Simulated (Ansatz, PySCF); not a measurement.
Potential energy surface of H₃Ge, doublet: umbrella (inversion) coordinate, bond length relaxed. Scanned: angle between the Ge-H bonds and the threefold axis (90 = planar). Other coordinates (Ge-H bond length) were minimised at B3LYP/def2-TZVP.

- UKS-B3LYP/6-31G* = unrestricted B3LYP/6-31G*, spherical d in PySCF
- FCI/cc-pVDZ = full CI/cc-pVDZ, cores with 3d frozen (Ansatz, a program for electronic structure)

Energies relative to the lowest point of each profile, in kcal/mol:

| a / ° | UKS-B3LYP/6-31G* |
|---|---|
| 93.28 | 5.4 |
| 96.52 | 4.2 |
| 99.48 | 2.8 |
| 102.30 | 1.5 |
| 104.59 | 0.7 |
| 108.01 | 0.0 |
| 111.13 | 0.3 |
| 116.46 | 3.2 |
| 119.71 | 6.8 |
| 122.83 | 11.5 |
| 128.73 | 24.5 |
| 132 | 34.2 |

Problem. Predict the corresponding FCI/cc-pVDZ column.

Solution. 93.28: 5.2; 96.52: 4.0; 99.48: 2.6; 102.30: 1.3; 104.59: 0.5; 108.01: 0.0; 111.13: 0.5; 116.46: 3.9; 119.71: 7.7; 122.83: 12.7; 128.73: 26.1; 132: 35.8 (kcal/mol).

The scan ran from 90.0 to 132.0; beyond the range shown the relaxed coordinates jump or full CI changes its symmetry label.
